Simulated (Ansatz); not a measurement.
Problem. Name a neutral molecule of Al, C, S, Sb and H with LUMO energy (ωB97M-V/def2-TZVPP) between 0.10 and 0.40 eV and LUMO energy (PBE/def2-TZVPP) between -2.20 and -1.90 eV (Ansatz, PBE0-D4/def2-TZVP geometry).

Solution. `[CH3][SbH][S][AlH2]` (0.29 eV, -2.06 eV). Other molecules can fit too; these were computed, each in one conformer that needn't be the lowest.
